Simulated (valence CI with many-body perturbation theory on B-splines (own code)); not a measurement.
Values are calculated unless marked as measured or tabulated.
From CI to CI+MBPT in Ho27+

Method: configuration interaction combined with many-body perturbation theory (CI+MBPT): four valence electrons over a frozen Dirac-Fock core [Kr], radial functions for each j: 9 s, 9 p, 10 d, 8 f, 5 g, 3 h, 1 i, with the one-electron correlation potential Σ1 (screened to all orders), the two-electron term Σ2, the three-electron term Σ3, Breit, model QED; selected single and double excitations, second order for the rest (own B-spline code, finite nucleus).

The last digits are not significant, and no measured levels were compared; by estimate large intervals hold to a few tenths of a per cent, small ones and those within an open d or f shell to about a per cent. Only levels of the ground parity were solved; by the run's estimate the other parity begins above the list, which can be wrong where configurations are misplaced.

Each rung adds one term. CI alone is the Dirac-Coulomb CI over the frozen core; QED comes last and gives the full result, which names the levels. Energies are above (4d3/2^4) J=0 on the same rung, in cm⁻¹.

Levels are named by their leading jj configuration (3d3/2^4 stands for four electrons in 3d with j = 3/2), which in mixed levels can hold well under half, so a name can repeat and another be missing. Letters in brackets count levels of one name in rising energy.

| Level | CI alone | + Σ1 | + Σ2 | + Σ3 | + Breit | Full |
| --- | --- | --- | --- | --- | --- | --- |
| (4d3/2^3 4d5/2) J=1 | 58528 | 59088 | 59160 | 59850 | 57996 | 58218 |
| (4d3/2^3 4d5/2) J=2 | 88649 | 89360 | 88598 | 89011 | 86534 | 86807 |
| (4d3/2^3 4d5/2) J=4 | 95842 | 96454 | 94145 | 93855 | 91404 | 91627 |
| (4d3/2^3 4d5/2) J=3 | 101343 | 102050 | 100433 | 100367 | 97864 | 98127 |
| (4d3/2^2 4d5/2^2) J=0 [a] | 143516 | 144601 | 145351 | 145375 | 141916 | 142343 |
| (4d3/2^2 4d5/2^2) J=4 [a] | 152877 | 154027 | 152330 | 152694 | 148528 | 148970 |
| (4d3/2^2 4d5/2^2) J=2 [a] | 155177 | 156175 | 154871 | 154866 | 151575 | 151962 |
| (4d3/2^2 4d5/2^2) J=3 [a] | 159021 | 160116 | 157888 | 157735 | 154007 | 154428 |
| (4d3/2^2 4d5/2^2) J=5 | 173336 | 174500 | 170669 | 170474 | 166089 | 166523 |
| (4d3/2^2 4d5/2^2) J=1 | 176024 | 177186 | 176290 | 176180 | 172369 | 172816 |
| (4d3/2^2 4d5/2^2) J=6 | 183608 | 184803 | 180018 | 179820 | 174998 | 175437 |
| (4d3/2^2 4d5/2^2) J=4 [b] | 193468 | 194654 | 191093 | 189916 | 185561 | 186004 |
| (4d3/2^2 4d5/2^2) J=3 [b] | 194411 | 195537 | 191815 | 190895 | 186963 | 187387 |
| (4d3/2^2 4d5/2^2) J=2 [b] | 194673 | 195839 | 193131 | 192482 | 188440 | 188884 |
| (4d3/2^2 4d5/2^2) J=2 [c] | 223254 | 224443 | 224418 | 223497 | 219604 | 220059 |
| (4d3/2^2 4d5/2^2) J=4 [c] | 226803 | 228278 | 225943 | 225631 | 220618 | 221174 |
| (4d3/2 4d5/2^3) J=3 [a] | 243807 | 245453 | 244514 | 244077 | 238585 | 239228 |
| (4d3/2^2 4d5/2^2) J=4 [d] | 254021 | 255414 | 252005 | 250603 | 245719 | 246261 |
| (4d3/2 4d5/2^3) J=1 [a] | 256580 | 258216 | 257522 | 256520 | 251211 | 251853 |

Problem. How does the ionisation energy move along the ladder, and which term matters most?

Solution. CI alone 981.55, + Σ1 984.12, + Σ2 986.33, + Σ3 986.39, + Breit 985.86, + QED 985.92 eV. The largest step is Σ1, 2.57 eV. NIST lists 985 ± 4 eV (theoretical).
